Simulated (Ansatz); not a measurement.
Reaction (formal exchange of groups at the Si–Cl bond): `[OH][GeH2][SiH](O)Cl` + CH₄ → `C[SiH](O)[GeH2][OH]` + HCl

Isolated molecules relaxed with PBE0-D4/def2-TZVP in Ansatz; ΔE leaves out vibrations. CBS: MP2 limit from def2 TZ/QZ plus the TZ coupled-cluster correction, frozen cores. This one scheme is used for every species. DFT in def2-TZVPP. B3LYP here is the variant with VWN-RPA as its local correlation; programs differ in this. For Ge outer-core shells are correlated without core-valence functions, which leaves a few kJ/mol of doubt a bond. Scalar relativity is left out up to krypton. Each species was taken in one conformer, which may not be the lowest.

```tsv
level	ΔE (kcal/mol)	difference from CCSD(T)/CBS
r2SCAN-D4	29.5	1.4
B3LYP-D4	29.0	0.9
ωB97X-V	28.4	0.3
ωB97M-V	28.8	0.7
PBE	28.1	0.0
r2SCAN	29.5	1.4
HF/def2-TZVPP	29.0	0.9
MP2/def2-TZVPP	28.5	0.4
SCS-MP2/def2-TZVPP	28.1	0.0
CCSD/def2-TZVPP	27.0	-1.1
CCSD(T)/def2-TZVPP	27.2	-0.9
HF/def2-QZVPP	28.9	0.8
MP2/def2-QZVPP	29.0	0.9
SCS-MP2/def2-QZVPP	28.6	0.5
HF/CBS(def2)	28.9	0.8
CCSD/CBS(def2)	27.9	-0.2
CCSD(T)/CBS	28.1	0
```

Largest T1 diagnostic among the species: 0.012.
